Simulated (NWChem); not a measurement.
System: CsF; SMILES [F][Cs]

Here is an NWChem input.

```
start job
memory heap 200 mb stack 900 mb global 1100 mb
geometry units angstroms noautosym nocenter noautoz
  Cs     0.000000     0.000000    -0.361050
  F      0.000000     0.000000     2.019376
end
basis spherical
  * library def2-svp
end
ecp
  Cs library def2-ecp
end
dft
  xc xpbe96 cpbe96
  iterations 150
  vectors input atomic output neutral.movecs
end
task dft energy
charge 1
dft
  odft
  mult 2
  vectors input atomic output cation.movecs
end
task dft energy
```

The geometry was optimised at PBE0-D3(BJ)/def2-TZVP. def2 effective core potentials on Cs; no spin-orbit coupling.

Ions are spin-unrestricted doublets at the neutral geometry; other ion states weren't tried.

Problem. Predict the main results of this run. (PBE/def2-SVP with def2 effective core potentials on Cs, vertical spin-unrestricted ions.) Quantities: basis functions; vertical ionisation energy, ΔSCF (eV); −ε(HOMO) (eV).

Solution. 
```
Item                                   Result
-------------------------------------  ------
number of basis functions                  38
vertical ionisation energy, ΔSCF (eV)    9.50
−ε(HOMO) (eV)                            4.25
```
